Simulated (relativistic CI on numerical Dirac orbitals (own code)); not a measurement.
Re²⁺: resonant inelastic scattering at the O2,3 edge

Computed with this model: Dirac-Coulomb-Breit CI, orbitals from a KLI potential per configuration, model QED, valence Slater integrals scaled by 0.8, Kramers-Heisenberg scattering through one core-hole configuration in a parametric crystal field; configurations [Xe] 4f14 5d5 → [Kr] 4d10 4f14 5s2 5p5 5d6; 80 K; core-hole width 1 eV; summed over polarisations. Incident energies are the highest absorption maxima for each field (at most a few, so the weaker spin-orbit partner edge can be absent), on the computed scale of the free ion. Intensities are in per cent of the strongest line above 0.02 eV; levels within 1 cm⁻¹ are merged; final levels count from the ground level, the first row holds all elastic scattering, lines under 0.4 are left out and each table stops after 24 rows. The scale of the Slater integrals is a model choice and moves the terms in proportion.

Field parameters in Wybourne normalisation: D4h B²₀ = −7Ds, B⁴₀ = 21(Dq − Dt), B⁴₄ = 21√(5/14) Dq. The field is a parameter set, without covalency.

S is read from ⟨S²⟩ = S(S + 1).

D4h, 10Dq = 18600, Ds = -1500, Dt = 330 cm⁻¹:

| Final level (eV) | Degeneracy | Irrep | S | 43 eV | 44.7 eV | 57.4 eV |
| --- | --- | --- | --- | --- | --- | --- |
| 0.000 | 2 | Γ7 | 0.84 | 234.1 | 681.7 | 75.3 |
| 0.470 | 2 | Γ6 | 1.14 | 7.8 | 76.5 | 11.7 |
| 0.663 | 2 | Γ7 | 1.99 | 7.7 | 41.2 | 0.6 |
| 0.768 | 2 | Γ6 | 1.87 | 4.4 | 20.9 | 2.6 |
| 0.819 | 2 | Γ7 | 2.10 | 11.0 | 100.0 | 7.8 |
| 1.062 | 2 | Γ7 | 1.28 | 5.3 | 29.5 | 14.6 |
| 1.177 | 2 | Γ7 | 1.60 | 6.4 | 12.2 | 4.2 |
| 1.177 | 2 | Γ6 | 1.46 | 11.7 | 26.7 | 15.7 |
| 1.361 | 2 | Γ7 | 1.51 | 2.5 | 7.5 | 12.6 |
| 1.378 | 2 | Γ6 | 1.74 | 2.9 | 8.6 | 7.8 |
| 1.584 | 2 | Γ6 | 1.44 | 3.9 | 5.1 | 4.3 |
| 1.707 | 2 | Γ7 | 1.64 | 1.8 | 5.1 | 5.6 |
| 1.717 | 2 | Γ6 | 1.56 | 1.7 | 2.3 | 8.0 |
| 1.774 | 2 | Γ7 | 1.62 | 1.8 | 10.5 | 3.6 |
| 1.999 | 2 | Γ6 | 0.86 | 14.2 | 28.5 | 43.1 |
| 2.100 | 2 | Γ7 | 0.83 | 7.2 | 35.0 | 20.9 |
| 2.148 | 2 | Γ7 | 0.98 | 2.9 | 7.5 | 11.3 |
| 2.282 | 2 | Γ6 | 1.38 | 2.8 | 13.7 | 11.3 |
| 2.334 | 2 | Γ6 | 1.29 | 1.0 | 5.1 | 14.5 |
| 2.340 | 2 | Γ7 | 0.88 | 6.2 | 22.4 | 36.8 |
| 2.390 | 2 | Γ6 | 0.85 | 1.9 | 2.8 | 19.0 |
| 2.430 | 2 | Γ7 | 1.16 | 3.2 | 17.1 | 31.5 |
| 2.508 | 2 | Γ6 | 0.76 | 2.8 | 7.6 | 9.7 |
| 2.671 | 2 | Γ7 | 0.98 | 1.7 | 7.9 | 5.8 |

D4h, 10Dq = 18600, Ds = -860, Dt = 330 cm⁻¹:

```tsv
Final level (eV)	Degeneracy	Irrep	S	42.9 eV	44.7 eV	57.5 eV
0.000	2	Γ7	0.86	198.2	622.5	60.8
0.475	2	Γ6	1.34	6.7	72.5	5.7
0.633	2	Γ7	1.95	5.0	40.6	0.5
0.751	2	Γ6	1.70	3.3	11.1	2.6
0.792	2	Γ7	2.13	9.8	100.0	6.4
0.983	2	Γ7	1.26	2.1	12.5	8.0
1.251	2	Γ7	1.51	6.2	20.2	7.7
1.300	2	Γ6	1.63	4.7	15.4	9.1
1.401	2	Γ7	1.65	3.5	8.1	7.5
1.440	2	Γ6	1.64	5.3	12.8	7.4
1.558	2	Γ6	1.47	3.9	7.1	3.7
1.721	2	Γ7	1.63	1.7	6.4	3.5
1.722	2	Γ6	1.51	2.0	4.0	6.7
1.789	2	Γ7	1.58	1.7	5.4	6.3
1.962	2	Γ6	1.06	10.1	22.0	20.7
2.052	2	Γ7	1.10	3.4	9.8	9.9
2.066	2	Γ7	1.20	4.9	22.7	12.4
2.086	2	Γ6	1.41	2.4	11.7	5.3
2.182	2	Γ6	1.20	1.8	5.4	19.9
2.237	2	Γ7	0.97	5.1	19.6	29.9
2.378	2	Γ7	0.77	3.0	20.2	40.1
2.474	2	Γ6	0.72	1.7	1.1	12.6
2.571	2	Γ7	1.09	1.2	5.5	6.1
2.611	2	Γ6	0.73	1.6	3.9	9.0
```

D4h, 10Dq = 18600, Ds = -210, Dt = 330 cm⁻¹:

```
Final level (eV)  Degeneracy  Irrep     S  42.9 eV  44.7 eV  57.5 eV
           0.000           2     Γ7  0.89    183.7    599.6     52.3
           0.475           2     Γ6  1.54      6.3     66.3      2.6
           0.590           2     Γ7  1.81      4.6     47.3      0.8
           0.750           2     Γ6  1.49      2.9      6.5      2.8
           0.770           2     Γ7  2.12     10.8    100.0      5.7
           0.883           2     Γ7  1.47      1.8      7.5      5.5
           1.262           2     Γ7  1.49      4.5     15.3      9.4
           1.292           2     Γ6  1.74      4.0     12.0      4.4
           1.457           2     Γ6  1.46      3.8      7.9      6.2
           1.518           2     Γ7  1.71      3.4     13.6      3.1
           1.554           2     Γ6  1.65      2.0      8.4      4.9
           1.737           2     Γ7  1.62      1.3      5.2      2.7
           1.776           2     Γ6  1.45      4.0     10.3      6.1
           1.850           2     Γ7  1.48      3.9      8.4     10.8
           1.911           2     Γ7  1.31      2.9      4.9      6.3
           1.925           2     Γ7  1.35      3.9     22.6     13.2
           1.928           2     Γ6  1.27      6.4     13.6     13.8
           1.946           2     Γ6  1.33      2.9     13.1      3.8
           2.090           2     Γ6  1.05      2.7      7.1     20.4
           2.195           2     Γ7  0.74      4.7     18.0     35.2
           2.367           2     Γ7  0.74      3.3     18.3     28.8
           2.470           2     Γ7  0.92      2.1      7.8      9.5
           2.504           2     Γ6  0.71      2.2      1.4      5.5
           2.671           2     Γ6  0.74      1.2      2.8      8.7
```

For the first field the strongest loss at the lowest incident energy is the level at 2.00 eV (S = 0.86, against 0.84 in the thermal ground state). Levels of other spin, the first over 8 % at 0.66 eV, appear because spin-orbit coupling of the core hole, and in heavier ions of the valence shell too, mixes spins.
